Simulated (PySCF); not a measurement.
## A single-point calculation

PbI4 (singlet). PySCF 2.14.0, RKS CAM-B3LYP, Pb def2-SVP with ECP60, I def2-SVP with ECP28; non-relativistic Hamiltonian with scalar-relativistic core potentials where named; density fitting; no spin-orbit coupling. Purpose: level CAM-B3LYP.

```python
mol = gto.M(atom='''
Pb    -0.00000    -0.00000     0.00000
I      1.60190     1.60190     1.60190
I     -1.60190    -1.60190     1.60190
I      1.60190    -1.60190    -1.60190
I     -1.60190     1.60190    -1.60190''',
    basis={'Pb': 'def2-SVP', 'I': 'def2-SVP'},
    ecp={'Pb': 'def2-SVP', 'I': 'def2-SVP'},
    charge=0, spin=0)
mf = dft.RKS(mol, xc='CAMB3LYP')
mf.grids.atom_grid = (75, 302)
mf = mf.density_fit()  # fitting sets: Pb def2-universal-JKFIT, I def2-universal-JKFIT
mf.conv_tol = 1e-08; mf.max_cycle = 55
mf.kernel(dm0)  # dm0: converged density of the relaxed state
mf.nuc_grad_method().kernel()
```

Run from Python with OMP_NUM_THREADS=4; the lines above give its settings. Where DIIS fails, smearing, a level shift and second-order steps follow.
It took 27 s on 4 threads of Intel(R) Xeon(R) Processor @ 2.50GHz (Skylake/Cascade Lake) (shared host), from an already converged density.

Problem. Where do the frontier levels lie, over both spins?

Solution. HOMO -9.11 eV, LUMO -4.04 eV. 

Problem. What are the Mulliken charges and spins?

Solution. 
| atom | charge (e) | spin (e) |
| --- | --- | --- |
| Pb1 | 0.468 | 0.000 |
| I2 | -0.117 | 0.000 |
| I3 | -0.117 | 0.000 |
| I4 | -0.117 | 0.000 |
| I5 | -0.117 | 0.000 |

Problem. What forces act on the atoms (eV/Å)?

Solution. 
```
Pb   0.00  0.00  0.00
I   -0.01 -0.01 -0.01
I    0.01  0.01 -0.01
I   -0.01  0.01  0.01
I    0.01 -0.01  0.01
```
Forces carry noise of the integration grid, about 0.01 to 0.03 eV/Å.

The geometry was relaxed with PBE0 (Pb def2-SVP with ECP60, I def2-SVP with ECP28).
